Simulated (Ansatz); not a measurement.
Calculated with Ansatz (gas phase, PBE0-D4/def2-TZVP geometries, no zero-point term in ΔE). CCSD(T)/CBS is the MP2 limit (def2-TZVPP, def2-QZVPP) plus CCSD(T) − MP2 in def2-TZVPP, frozen cores. This one scheme is used for every species. Functionals use def2-TZVPP. B3LYP here is the variant with VWN-RPA as its local correlation; programs differ in this. Each species was taken in one conformer, which may not be the lowest.

`C=C[Si](O)(O)F` + H₂ → `O[SiH](O)F` + `C=C`  (hydrogenolysis of the Si–C bond)

```tsv
level	ΔE (kJ/mol)	difference from CCSD(T)/CBS
B97M-V	-11.5	0.1
PBE0-D4	-9.7	1.9
CAM-B3LYP-D4	-14.4	-2.8
ωB97X-V	-12.3	-0.7
PBE-QIDH	-13.4	-1.8
r2SCAN	-9.3	2.3
B3LYP	-23.4	-11.8
r2SCAN0	-12.6	-1.0
BHLYP	-25.3	-13.7
LC-ωPBE	-16.8	-5.2
HF/def2-SVP	-34.3	-22.7
MP2/def2-SVP	-13.0	-1.4
CCSD/def2-SVP	-22.0	-10.4
MP2/def2-TZVPP	-8.5	3.1
CCSD/def2-TZVPP	-17.4	-5.8
HF/def2-QZVPP	-35.7	-24.1
CCSD(T)/CBS	-11.6	0
```

Largest T1 diagnostic among the species: 0.012.

The D4 term adds +12.9 kJ/mol with B3LYP and +7.2 kJ/mol with PBE0; it sums over pairs of atoms, weighted by their polarisabilities, and B3LYP, whose exchange is more repulsive, gets the larger term. From r2SCAN to r2SCAN0 (25 % exact exchange), in def2-TZVPP and without D4, ΔE moves by −3.3 kJ/mol.
